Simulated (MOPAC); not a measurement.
MOPAC input (PM3):

```
PM3 PRECISE GNORM=0.05 LET XYZ UHF MS=0.5 GEO-OK AUX(PRECISION=9) THREADS=1
CH4BS2

C    -1.61566600 1   -0.23967700 1    0.96882900 1
B    -0.32427600 1   -0.05275300 1    0.19743200 1
S    -0.17509400 1    1.43482000 1   -0.83178000 1
S     1.05009100 1   -1.23455700 1    0.26190600 1
H    -2.43084100 1    0.47423000 1    0.92228500 1
H    -1.80090800 1   -1.09386400 1    1.61005700 1
H     1.05914000 1    1.23052800 1   -1.32346200 1
H     0.48802200 1   -2.11326700 1    1.10897500 1
```

From the output:

```
                                                       MOPAC v23.2.5 Linux

          FINAL HEAT OF FORMATION =        -10.46056 KCAL/MOL =     -43.76700 KJ/MOL

          COSMO AREA              =        121.55 SQUARE ANGSTROMS
          COSMO VOLUME            =        111.13 CUBIC ANGSTROMS

          GRADIENT NORM           =          0.03644          =       0.01288 PER ATOM
          IONIZATION POTENTIAL    =          9.042401 EV
          ALPHA SOMO LUMO (EV)    =         -9.529  0.049
          BETA  SOMO LUMO (EV)    =         -9.042 -1.266
          NO. OF ALPHA ELECTRONS  =         12
          NO. OF BETA  ELECTRONS  =         11
          MOLECULAR WEIGHT        =         90.9726         POINT GROUP:  Cs

          MOLECULAR DIMENSIONS (Angstroms)

            Atom       Atom       Distance
            H     7    H     6     4.65298
            H     8    H     5     3.91723
            S     3    H     8     0.00000

          SCF CALCULATIONS        =         20

   ATOM   CHEMICAL          X               Y               Z
  NUMBER   SYMBOL      (ANGSTROMS)     (ANGSTROMS)     (ANGSTROMS)

     1       C         -1.56066866  *  -0.20151969  *   0.91661233  *
     2       B         -0.26571002  *  -0.05861629  *   0.17164436  *
     3       S         -0.20336053  *   1.37204096  *  -0.77726007  *
     4       S          1.00559809  *  -1.22288140  *   0.27686604  *
     5       H         -2.37135911  *   0.51837304  *   0.86396757  *
     6       H         -1.78541785  *  -1.04001192  *   1.56770804  *
     7       H          0.97917540  *   1.31762891  *  -1.33897507  *
     8       H          0.52171643  *  -2.12266381  *   1.09800214  *

                             CARTESIAN COORDINATES

   1    C       -1.560668663    -0.201519689     0.916612332
   2    B       -0.265710018    -0.058616290     0.171644359
   3    S       -0.203360526     1.372040960    -0.777260074
   4    S        1.005598088    -1.222881398     0.276866044
   5    H       -2.371359106     0.518373042     0.863967573
   6    H       -1.785417847    -1.040011916     1.567708042
   7    H        0.979175396     1.317628914    -1.338975069
   8    H        0.521716427    -2.122663807     1.098002141

           Empirical Formula: C H4 B S2  =     8 atoms

      MOLECULAR POINT GROUP   :   Cs

          ALPHA EIGENVALUES
 -31.86870 -27.12933 -26.64855 -17.89760 -16.35997 -14.99000 -13.37681 -12.89954
 -11.45586 -11.00398  -9.69704  -9.52947   0.04892   0.45545   0.71804   1.42648
   2.14337   3.68075   4.56568   4.91486

           BETA EIGENVALUES
 -31.22034 -26.63747 -25.96785 -17.74005 -16.23591 -14.70605 -12.71061 -12.66194
 -11.27722 -10.80796  -9.04240  -1.26596   0.09375   0.54413   1.50759   1.99827
   2.23333   4.25770   4.92878   5.20646

              NET ATOMIC CHARGES AND DIPOLE CONTRIBUTIONS

  ATOM NO.   TYPE          CHARGE      No. of ELECS.   s-Pop       p-Pop
    1          C          -0.066961        4.0670     1.18686     2.88011
    2          B          -0.540511        3.5405     0.90371     2.63680
    3          S           0.261188        5.7388     1.83118     3.90763
    4          S           0.182826        5.8172     1.83752     3.97965
    5          H           0.077658        0.9223     0.92234
    6          H           0.061754        0.9382     0.93825
    7          H           0.006224        0.9938     0.99378
    8          H           0.017820        0.9822     0.98218
 DIPOLE           X         Y         Z       TOTAL
 POINT-CHG.     0.480     0.607    -0.631     0.998
 HYBRID        -0.447    -1.409     1.129     1.860
 SUM            0.032    -0.802     0.498     0.944

          ATOMIC ORBITAL ELECTRON POPULATIONS

     Atom    s        px        py        pz
    1  C   1.18686   0.97406   0.97705   0.92899
    2  B   0.90371   0.92634   0.90562   0.80485
    3  S   1.83118   1.18597   1.29763   1.42403
    4  S   1.83752   1.29279   1.20677   1.48010
    5  H   0.92234
    6  H   0.93825
    7  H   0.99378
    8  H   0.98218

                    (SZ)    =    0.500000
                    (S**2)  =    0.778019

          ATOMIC ORBITAL SPIN POPULATIONS

    Atom   Total    s     px     py     pz
         Atomic
    1  C  1.0512  0.063  0.192  0.264  0.532
    2  B -0.1496 -0.020 -0.057 -0.027 -0.045
    3  S  0.1674  0.004  0.035  0.043  0.085
    4  S  0.1106  0.001  0.026  0.031  0.052
    5  H -0.0707 -0.071
    6  H -0.0708 -0.071
    7  H -0.0233 -0.023
    8  H -0.0147 -0.015

 **********************
 *                    *
 * JOB ENDED NORMALLY *
 *                    *
 **********************

 == MOPAC DONE ==
```

The geometry given is a B3LYP-D3(BJ)/def2-TZVP minimum.
